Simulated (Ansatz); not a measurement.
Reaction (ligand exchange at a B–S bond): `FB(F)S` + HI → `FB(F)I` + H₂S

Isolated molecules relaxed with PBE0-D4/def2-TZVP in Ansatz; ΔE leaves out vibrations. CCSD(T)/CBS is the MP2 limit (def2-TZVPP, def2-QZVPP) plus CCSD(T) − MP2 in def2-TZVPP, frozen cores. This one scheme is used for every species. Functionals use def2-TZVPP. def2 core potentials past Kr. For I outer-core shells are correlated without core-valence functions, which leaves a few kJ/mol of doubt a bond. Each species was taken in one conformer, which may not be the lowest.

```csv
level,ΔE (kJ/mol)
BLYP-D4,14.9
r2SCAN0-D4,16.3
CCSD/def2-SVP,24.2
CCSD(T)/def2-SVP,23.8
```

(1) What does CCSD(T)/CBS give? (Estimate.)

Largest T1 diagnostic among the species: 0.013.

Results:

(1) The calculation gave: +11.8 kJ/mol. The listed levels differ from it by 3.1, 4.5, 12.4, 12.0 kJ/mol.

Leaving LDA and LC-ωPBE aside and taking each functional with its dispersion term where it has one, the values, not all of them listed here, spread over 6.5 kJ/mol, from PBE-QIDH to B97M-V. LDA lies +3.6 kJ/mol from PBE without D4. At CCSD(T), def2-SVP lies +12.0 kJ/mol from the extrapolated value and def2-TZVPP +2.6 kJ/mol.
